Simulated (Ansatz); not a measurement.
A series at B: from `NB(N)N`, ligands are replaced one by one, each step taking up HCl and setting free NH₃; n counts the steps. Ansatz, PBE0-D4/def2-TZVP geometries. Each molecule was computed in one conformer, which needn't be the lowest.

```tsv
n	molecule	HOMO energy, ωB97M-V/def2-TZVPP (eV)
0	`NB(N)N`	-8.96
1	`NB(N)Cl`	-9.70
2	`NB(Cl)Cl`	-10.88
3	`ClB(Cl)Cl`	?
```

Problem. By hand: fit a straight line y = ȳ + b (n − n̄) to the 3 given rows and predict n = 3.

Solution. n̄ = 1.000, ȳ = -9.847; Σ(n − n̄)(y − ȳ) = -1.920, Σ(n − n̄)² = 2.000, so b = -0.960 eV a step. Prediction: -9.847 + (-0.960) × (2.000) = -11.77 eV.

Problem. By hand: compare with the computed value, -11.34 eV, and give the steps along the whole series.

Solution. The line misses by 0.43 eV (computed minus predicted). Steps: -0.74, -1.18, -0.46 eV.

The steps differ by up to 0.72 eV without a steady trend. The highest orbital can change its character along such a series. The miss is 18.1 % of the series' range.
